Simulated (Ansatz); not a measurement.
Steps of a relaxation of H₄NO₂Si (`N[Si](O)O`) radical with UKS PBE-D4/def2-SVP.

```sh
$ ansatz run in.yaml --threads 4 --pin off --events-out ev --progress --plain --max-ram 10444MiB
```

```yaml
crystal:
  periodic: [false, false, false]
  atoms:
    - {symbol: N, position_ang: [-0.020200, 1.222200, -0.008000]}
    - {symbol: Si, position_ang: [0.152500, -0.225900, -0.778100]}
    - {symbol: O, position_ang: [1.364900, -0.837300, 0.097300]}
    - {symbol: O, position_ang: [-1.135200, -1.014700, -0.331700]}
    - {symbol: H, position_ang: [-0.832300, 1.740300, -0.506100]}
    - {symbol: H, position_ang: [-0.433800, 1.089800, 0.909700]}
    - {symbol: H, position_ang: [2.003800, -0.155500, 0.493000]}
    - {symbol: H, position_ang: [-1.007500, -1.876100, 0.068200]}
basis:
  gaussian: {orbitals: def2-SVP}
magnetization: {spin_polarized: true, initial_magnetization: 1}
hamiltonian: {xc: pbe, dispersion: d4}
relax: {f_tol: 0.03, max_steps: 200}
```

Positions (Å) and forces (eV/Å) along the path, 17 of 36 steps:

```xyz
8
step=1 energy=-13510.4564 eV
N    -0.020    1.222   -0.008   -2.142    5.209   -0.745
Si    0.152   -0.226   -0.778    1.949    0.261   -2.164
O     1.365   -0.837    0.097    3.473   -0.604    1.690
O    -1.135   -1.015   -0.332   -3.573   -2.263    0.384
H    -0.832    1.740   -0.506    1.552   -0.294    0.768
H    -0.434    1.090    0.910   -0.049   -0.296    0.753
H     2.004   -0.155    0.493   -1.157   -1.160   -0.883
H    -1.008   -1.876    0.068   -0.053   -0.853    0.198
8
step=8 energy=-13511.5358 eV
N    -0.232    1.376    0.096    0.008   -0.095   -0.017
Si    0.104   -0.212   -0.553    0.034   -0.025    0.047
O     1.439   -0.928    0.206   -0.013   -0.020   -0.045
O    -1.172   -1.243   -0.162    0.017    0.118    0.001
H    -0.478    2.104   -0.577   -0.004    0.061   -0.064
H    -0.894    1.400    0.880   -0.061    0.009    0.068
H     2.239   -0.373    0.155   -0.014   -0.007    0.005
H    -0.914   -2.180   -0.100    0.032   -0.041    0.004
8
step=11 energy=-13511.5415 eV
N    -0.277    1.364    0.135   -0.221    0.221   -0.035
Si    0.116   -0.199   -0.541    0.022    0.024   -0.004
O     1.458   -0.944    0.172    0.009   -0.013    0.001
O    -1.152   -1.224   -0.133   -0.096   -0.105    0.023
H    -0.360    2.145   -0.533    0.007   -0.218    0.247
H    -1.070    1.378    0.800    0.215    0.011   -0.228
H     2.272   -0.416    0.091    0.048    0.006    0.000
H    -0.896   -2.161   -0.046    0.017    0.074   -0.005
8
step=12 energy=-13511.5467 eV
N    -0.320    1.346    0.139   -0.104    0.357   -0.058
Si    0.121   -0.192   -0.550   -0.083   -0.108    0.132
O     1.460   -0.942    0.173    0.217    0.118   -0.074
O    -1.151   -1.212   -0.113    0.054    0.016   -0.076
H    -0.278    2.191   -0.446    0.021   -0.219    0.123
H    -1.182    1.352    0.703    0.089   -0.035   -0.076
H     2.303   -0.465    0.030   -0.189   -0.118    0.021
H    -0.862   -2.135    0.009   -0.004   -0.012    0.009
8
step=14 energy=-13511.5516 eV
N    -0.336    1.355    0.156   -0.116    0.145    0.039
Si    0.121   -0.182   -0.525    0.017   -0.104   -0.044
O     1.464   -0.936    0.187    0.088    0.067   -0.019
O    -1.147   -1.216   -0.118    0.039    0.019   -0.002
H    -0.248    2.197   -0.423   -0.009   -0.108    0.071
H    -1.233    1.357    0.661    0.085    0.023   -0.060
H     2.314   -0.500   -0.016   -0.090   -0.053    0.015
H    -0.843   -2.132    0.023   -0.013    0.010    0.000
8
step=15 energy=-13511.5530 eV
N    -0.357    1.361    0.164    0.020   -0.142   -0.009
Si    0.126   -0.180   -0.513    0.012    0.127    0.055
O     1.470   -0.924    0.211    0.016    0.052   -0.026
O    -1.136   -1.216   -0.111   -0.032   -0.058    0.011
H    -0.232    2.203   -0.402   -0.001    0.014   -0.002
H    -1.272    1.373    0.633    0.029   -0.005   -0.039
H     2.324   -0.540   -0.058   -0.022   -0.017    0.007
H    -0.830   -2.133    0.021   -0.023    0.029    0.003
8
step=16 energy=-13511.5543 eV
N    -0.365    1.356    0.171   -0.017   -0.015   -0.020
Si    0.127   -0.178   -0.510    0.007    0.046    0.033
O     1.473   -0.917    0.214    0.072    0.066   -0.035
O    -1.136   -1.215   -0.107   -0.021   -0.013    0.001
H    -0.208    2.206   -0.378   -0.021   -0.046    0.044
H    -1.300    1.369    0.601    0.064    0.002   -0.048
H     2.328   -0.550   -0.079   -0.071   -0.038    0.022
H    -0.827   -2.129    0.033   -0.013   -0.003    0.003
8
step=17 energy=-13511.5555 eV
N    -0.373    1.348    0.183   -0.035    0.051    0.010
Si    0.127   -0.175   -0.504    0.001   -0.090    0.003
O     1.480   -0.902    0.217    0.090    0.053   -0.030
O    -1.137   -1.214   -0.100    0.009    0.033   -0.011
H    -0.176    2.203   -0.343   -0.019    0.003    0.023
H    -1.333    1.365    0.552    0.033    0.011   -0.018
H     2.332   -0.556   -0.109   -0.078   -0.044    0.025
H    -0.829   -2.126    0.048   -0.001   -0.018   -0.002
8
step=18 energy=-13511.5564 eV
N    -0.384    1.348    0.189   -0.066    0.070   -0.006
Si    0.130   -0.174   -0.494   -0.007   -0.056    0.001
O     1.489   -0.886    0.232    0.061    0.044   -0.019
O    -1.133   -1.213   -0.091    0.011    0.010   -0.004
H    -0.160    2.208   -0.321   -0.035   -0.054    0.052
H    -1.359    1.368    0.520    0.095    0.009   -0.038
H     2.337   -0.579   -0.139   -0.054   -0.030    0.019
H    -0.828   -2.128    0.048   -0.005    0.006   -0.005
8
step=23 energy=-13511.5565 eV rejected
N    -0.439    1.333    0.200    0.001    0.166   -0.040
Si    0.139   -0.173   -0.463   -0.008    0.016    0.034
O     1.535   -0.759    0.307    0.598    0.072   -0.440
O    -1.120   -1.217   -0.058   -0.007   -0.055   -0.010
H    -0.090    2.216   -0.193   -0.081   -0.141    0.072
H    -1.451    1.387    0.375    0.112    0.001   -0.040
H     2.333   -0.710   -0.277   -0.598   -0.053    0.427
H    -0.815   -2.135    0.053   -0.017   -0.005   -0.003
8
step=25 energy=-13511.5622 eV
N    -0.430    1.338    0.200   -0.044    0.062    0.019
Si    0.137   -0.170   -0.464    0.015   -0.042   -0.008
O     1.530   -0.767    0.301    0.182    0.035   -0.119
O    -1.120   -1.221   -0.067    0.000    0.014   -0.002
H    -0.100    2.217   -0.209   -0.013   -0.034    0.016
H    -1.437    1.385    0.393    0.034    0.004   -0.017
H     2.326   -0.703   -0.262   -0.172   -0.029    0.114
H    -0.813   -2.137    0.054   -0.002   -0.010   -0.002
8
step=26 energy=-13511.5599 eV rejected
N    -0.452    1.332    0.204   -0.030    0.173   -0.018
Si    0.139   -0.168   -0.455   -0.002   -0.028    0.021
O     1.550   -0.713    0.319    0.543    0.025   -0.460
O    -1.113   -1.223   -0.053   -0.009   -0.041   -0.011
H    -0.074    2.217   -0.155   -0.084   -0.140    0.061
H    -1.471    1.396    0.334    0.148   -0.001   -0.034
H     2.315   -0.761   -0.306   -0.547    0.017    0.448
H    -0.801   -2.139    0.057   -0.018   -0.004   -0.006
8
step=27 energy=-13511.5647 eV
N    -0.438    1.336    0.206   -0.019    0.038    0.012
Si    0.137   -0.169   -0.457    0.016   -0.030   -0.006
O     1.542   -0.734    0.310    0.114    0.031   -0.081
O    -1.117   -1.223   -0.058   -0.002   -0.001   -0.001
H    -0.089    2.214   -0.189   -0.009   -0.013    0.015
H    -1.451    1.391    0.366    0.017    0.003   -0.013
H     2.318   -0.733   -0.282   -0.109   -0.018    0.075
H    -0.809   -2.141    0.049   -0.008   -0.011   -0.001
8
step=28 energy=-13511.5669 eV
N    -0.446    1.336    0.210   -0.010    0.011   -0.001
Si    0.138   -0.168   -0.452    0.008   -0.009    0.007
O     1.554   -0.700    0.318    0.128    0.028   -0.106
O    -1.113   -1.226   -0.050    0.000   -0.014    0.001
H    -0.081    2.213   -0.171   -0.008   -0.014    0.017
H    -1.461    1.397    0.343    0.021    0.002   -0.013
H     2.309   -0.762   -0.298   -0.129   -0.008    0.098
H    -0.808   -2.146    0.043   -0.011    0.003   -0.003
8
step=30 energy=-13511.5754 eV
N    -0.465    1.320    0.214   -0.039    0.007   -0.015
Si    0.125   -0.182   -0.442    0.050    0.023    0.030
O     1.596   -0.570    0.316    0.058   -0.014   -0.133
O    -1.112   -1.248   -0.008    0.054   -0.001    0.030
H    -0.028    2.196   -0.087   -0.008   -0.038    0.009
H    -1.485    1.423    0.255    0.029    0.011   -0.006
H     2.282   -0.822   -0.332   -0.128    0.017    0.108
H    -0.821   -2.176    0.028   -0.017   -0.005   -0.023
8
step=32 energy=-13511.6082 eV
N    -0.490    1.280    0.177    0.040   -0.134   -0.059
Si    0.115   -0.249   -0.384   -0.158    0.258    0.006
O     1.675   -0.325    0.259    0.141   -0.082   -0.038
O    -1.027   -1.313    0.259    0.009   -0.268   -0.039
H     0.056    2.127    0.013   -0.019    0.039    0.006
H    -1.497    1.449    0.122    0.010    0.055   -0.014
H     2.265   -0.841   -0.322    0.016    0.017    0.067
H    -1.004   -2.186   -0.179   -0.039    0.114    0.070
8
step=36 energy=-13511.6143 eV
N    -0.504    1.279    0.172    0.008   -0.005   -0.004
Si    0.098   -0.249   -0.383   -0.008    0.006    0.016
O     1.677   -0.289    0.225   -0.006    0.010   -0.003
O    -0.983   -1.357    0.303   -0.003   -0.006   -0.011
H     0.071    2.116    0.055    0.003    0.003   -0.005
H    -1.500    1.487    0.080    0.003   -0.003    0.005
H     2.263   -0.857   -0.307    0.003   -0.003    0.001
H    -1.030   -2.188   -0.201    0.000   -0.003    0.002
```

Run time 34 s (4 threads of an Arm Neoverse V2 on a shared host); peak host memory 0.17 GiB.
